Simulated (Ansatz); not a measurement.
Consider the formal exchange of groups at a B–C bond: `BC(C)=C=C` + `CC[SiH2]C` → `BCC[SiH2]C` + `C=C=CC`.

Isolated molecules relaxed with PBE0-D4/def2-TZVP in Ansatz; ΔE leaves out vibrations. CCSD(T)/CBS is the MP2 limit (def2-TZVPP, def2-QZVPP) plus CCSD(T) − MP2 in def2-TZVPP, frozen cores. Each species was taken in one conformer, which may not be the lowest.

`BC(C)=C=C`:

```xyz
12

B     0.036   -1.725    0.320
C     0.235   -0.220    0.099
C     1.563    0.471    0.291
C    -0.838    0.442   -0.280
C    -1.909    1.070   -0.653
H     0.962   -2.410    0.655
H    -1.041   -2.215    0.157
H     2.326    0.010   -0.341
H     1.512    1.534    0.053
H     1.899    0.364    1.326
H    -2.160    1.175   -1.703
H    -2.586    1.503    0.076
```

`CC[SiH2]C`:

```xyz
14

C     1.269   -1.298    0.091
C     0.929   -0.111   -0.807
Si   -0.202    1.154    0.000
C    -1.842    0.402    0.501
H     0.373   -1.855    0.375
H     1.944   -1.999   -0.406
H     1.755   -0.972    1.014
H     0.452   -0.457   -1.731
H     1.844    0.405   -1.117
H     0.474    1.710    1.209
H    -0.438    2.283   -0.945
H    -2.363   -0.011   -0.368
H    -2.491    1.153    0.957
H    -1.702   -0.404    1.226
```

`BCC[SiH2]C`:

Z-matrix (Å, degrees):
```
C
C 1 1.531
B 1 1.552 2 118.5
H 1 1.103 2 111.1 3 -124.0
H 1 1.103 2 111.2 3 123.2
Si 2 1.878 1 114.3 3 178.7
H 2 1.096 1 110.0 3 -58.9
H 2 1.095 1 109.9 3 56.7
H 3 1.199 1 122.1 2 1.1
H 3 1.199 1 119.4 2 -179.1
C 6 1.873 2 111.7 1 60.9
H 6 1.493 2 108.8 1 -59.8
H 6 1.492 2 109.8 1 -177.4
H 11 1.093 6 110.9 2 59.8
H 11 1.092 6 110.8 2 179.7
H 11 1.093 6 111.3 2 -60.5
```

`C=C=CC`:

Cartesian coordinates in Å:
```
C -0.107 2.019 -0.559
C -0.333 0.763 -0.308
C -0.556 -0.494 -0.056
C 0.449 -1.442 0.523
H -0.293 2.786 0.187
H 0.274 2.342 -1.523
H -1.545 -0.890 -0.281
H 0.087 -1.861 1.466
H 1.400 -0.944 0.708
H 0.624 -2.281 -0.156
```

| level | ΔE (kcal/mol) |
| --- | --- |
| HF/def2-TZVPP | 8.9 |
| SCS-MP2/def2-QZVPP | 10.0 |

Q: What does CCSD(T)/CBS give? (Estimate.)

A: The calculation gave: +9.2 kcal/mol. The listed levels differ from it by -0.3, 0.8 kcal/mol.

Largest T1 diagnostic among the species: 0.012.
